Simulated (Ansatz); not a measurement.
Reaction (SMILES): C[Si](C)(Br)Br -> C[Si](C)Br + Br atom (the Br-Si bond at the site shown breaks; other sites are not compared here)
Structures are relaxed separately at B3LYP-D3(BJ)/def2-TZVP in Ansatz (a quantum-chemistry and plane-wave program). Frequencies are from Ansatz.

Quantity: bond dissociation energy (enthalpy at 298 K, with B3LYP-D3(BJ) rigid-rotor harmonic-oscillator terms), in kJ/mol. Cores are frozen in the correlated levels unless marked. Open shells are spin-unrestricted. Spin-orbit coupling is left out. The frozen core is the preceding noble-gas configuration, with the filled d and f shells of earlier blocks. Non-relativistic. CBS marks a two-point X^-3 extrapolation of the correlation energy; Hartree-Fock from the larger set. The bracket is a focal-point correction in the basis named.

| level | program | bond dissociation energy (kJ/mol) |
|---|---|---|
| SVWN5/def2-TZVPD | Ansatz | [?] |
| revPBE/def2-TZVPD | Ansatz | 379.2 |
| r2SCAN-D4/def2-TZVPD | Ansatz + dftd4 | 411.3 |
| PBE0/def2-TZVP | Ansatz | 403.5 |
| BHLYP/def2-TZVPD | Ansatz | [?] |
| r2SCAN0/def2-TZVPD | Ansatz | 404.4 |
| HSE06-D4/def2-TZVPD | Ansatz + dftd4 | 412.3 |
| CAM-B3LYP-D4/def2-TZVPD | Ansatz + dftd4 | 402.6 |
| LC-wPBE-D3(BJ)/def2-TZVPD | Ansatz + dftd3 | 408.7 |
| LC-wPBE/def2-TZVPD | Ansatz | 398.4 |
| B2PLYP-D3(BJ)/def2-TZVPD | Ansatz + dftd3 | 409.3 |
| B2PLYP/def2-TZVPD | Ansatz | 400.3 |
| CCSD/def2-TZVPP | Ansatz | 395.2 |
| RI-MP2/CBS(def2-TZVPP,def2-QZVPP)+[CCSD(T)-MP2]/def2-TZVPP | Ansatz | 422.6 |

Q: Complete the blanks.

A: 
- SVWN5/def2-TZVPD, bond dissociation energy (kJ/mol): 466.7
- BHLYP/def2-TZVPD, bond dissociation energy (kJ/mol): 385.3
